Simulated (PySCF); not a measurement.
# Excitation energy of N⁺ by level of theory

N⁺ [He] 2s2 2p2 (3P) → N⁺ [He] 2s1 2p3, s spin flipped, as a difference of total energies. All numbers are calculated (PySCF 2.14, the spin-free X2C one-electron Hamiltonian (Gaussian nucleus), in x2c-QZVPPall (7s4p3d2f1g, 57 functions)). Correlated levels: valence: 1s2 frozen; valence and next inner shell: nothing frozen. The calculations carry no spin-orbit coupling.

| method | excitation energy (eV) |
| --- | --- |
| UHF | 16.261 |
| LDA | 11.404 |
| PBE | 11.942 |
| PBE0 | 13.012 |
| r2SCAN | 13.317 |
| LC-wPBE | 12.647 |
| B2PLYP | 13.189 |
| B3LYP | 12.697 |
| B97-3 | 13.096 |
| MP2 (valence) | 14.158 |
| SCS-MP2 (valence) | 13.993 |
| MP2 (valence and next inner shell) | 14.067 |
| SCS-MP2 (valence and next inner shell) | 13.927 |

Task: How much does correlation contribute at MP2 (valence and next inner shell)?

Result: 14.067 − (16.261) = -2.194 eV, measured against UHF.

The upper determinant mixes two multiplicities, so it lies between the two terms.
